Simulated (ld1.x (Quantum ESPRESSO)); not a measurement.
## Reading a pseudo-wave (Au (Z = 79))

Columns: radius, all-electron u(r) and pseudo u(r) of the 5d shell (level -9.00 eV) of gold in the configuration [Kr] 4d10 4f14 5s2 5p6 5d10 6s0 6p1; PBE, scalar-relativistic, ultrasoft scheme, ld1.x (Quantum ESPRESSO) 7.5.

```json
{"r (bohr)": "0.115", "all-electron": "0.2729", "pseudo": "0.0016"}
{"r (bohr)": "0.230", "all-electron": "-0.1662", "pseudo": "0.0125"}
{"r (bohr)": "0.345", "all-electron": "-0.4143", "pseudo": "0.0403"}
{"r (bohr)": "0.460", "all-electron": "-0.2652", "pseudo": "0.0897"}
{"r (bohr)": "0.575", "all-electron": "0.0417", "pseudo": "0.1616"}
{"r (bohr)": "0.690", "all-electron": "0.3435", "pseudo": "0.2527"}
{"r (bohr)": "0.805", "all-electron": "0.5780", "pseudo": "0.3563"}
{"r (bohr)": "0.920", "all-electron": "0.7352", "pseudo": "0.4635"}
{"r (bohr)": "1.035", "all-electron": "0.8250", "pseudo": "0.5642"}
{"r (bohr)": "1.150", "all-electron": "0.8636", "pseudo": "0.6491"}
{"r (bohr)": "1.265", "all-electron": "0.8659", "pseudo": "0.7112"}
{"r (bohr)": "1.380", "all-electron": "0.8442", "pseudo": "0.7466"}
{"r (bohr)": "1.495", "all-electron": "0.8076", "pseudo": "0.7550"}
{"r (bohr)": "1.610", "all-electron": "0.7624", "pseudo": "0.7396"}
{"r (bohr)": "1.725", "all-electron": "0.7130", "pseudo": "0.7061"}
{"r (bohr)": "1.840", "all-electron": "0.6623", "pseudo": "0.6615"}
{"r (bohr)": "1.955", "all-electron": "0.6121", "pseudo": "0.6124"}
{"r (bohr)": "2.070", "all-electron": "0.5636", "pseudo": "0.5637"}
{"r (bohr)": "2.185", "all-electron": "0.5175", "pseudo": "0.5175"}
{"r (bohr)": "2.300", "all-electron": "0.4742", "pseudo": "0.4742"}
{"r (bohr)": "2.415", "all-electron": "0.4338", "pseudo": "0.4338"}
{"r (bohr)": "2.530", "all-electron": "0.3963", "pseudo": "0.3963"}
{"r (bohr)": "2.645", "all-electron": "0.3617", "pseudo": "0.3617"}
{"r (bohr)": "2.760", "all-electron": "0.3299", "pseudo": "0.3299"}
{"r (bohr)": "2.875", "all-electron": "0.3007", "pseudo": "0.3007"}
{"r (bohr)": "2.990", "all-electron": "0.2741", "pseudo": "0.2741"}
```

(1) How many radial nodes do the two functions have?

(2) At about which radius was the pseudo-wave matched?

(3) Where does each function peak?

(4) Is the pseudo-wave norm-conserving?

Results:

(1) The all-electron 5d function has n − l − 1 = 2; the pseudo-wave has 0, since the states of the same l below it are removed with the core.

(2) 2.15 bohr. The columns agree to 0.0005 from 1.96 bohr on; several derivatives are matched, so the curves merge somewhat inside the radius.

(3) Outermost all-electron maximum near 1.26 bohr, pseudo maximum near 1.50 bohr (to the table’s step).

(4) No, it belongs to an ultrasoft set: the norm inside the radius is not constrained, and the difference is carried by the augmentation charge.
